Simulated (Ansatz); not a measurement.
## Ligand exchange: C2H6Mg + C2H8GeO3 → C2H6MgO + C2H8GeO2

Species: C2H6Mg `C[CH2][MgH]`, singlet; C2H8GeO3 `C[CH2][Ge]([OH])([OH])[OH]`, singlet; C2H6MgO `C[CH2][Mg][OH]`, singlet; C2H8GeO2 `C[CH2][GeH]([OH])[OH]`, singlet. The partners trade H for OH: Mg–H and Ge–OH bonds give way to Mg–OH and Ge–H.

Shapes, held fixed at every level: PBE0-D4/def2-TZVP. Flexible molecules stand in one conformer, not always the lowest. Programs: Ansatz 0.2.0. Electronic energies: no zero-point or thermal term.

Problem. Estimate ΔE of this reaction.

Solution. MP2/def2-TZVPP gives ΔE = -68.8 kJ/mol; the levels span -68.8 to -58.3. The median of the levels is -63.2. No measured value is set beside it here. Relativity is left out for Ge. Outer-core shells of Ge, Mg are correlated, in sets that cover them unevenly.

```tsv
level	kind	ΔE (kJ/mol)
HF/def2-TZVPP	Hartree–Fock	-58.3
PBE-D4/def2-TZVPP	GGA	-62.8
r2SCAN-D4/def2-TZVPP	meta-GGA	-66.0
B3LYP-D4/def2-TZVPP	global hybrid	-65.7
PBE0-D4/def2-TZVPP	global hybrid	-61.5
wB97M-V/def2-TZVPP	range-separated hybrid	-63.2
MP2/def2-TZVPP	perturbation theory	-68.8
```
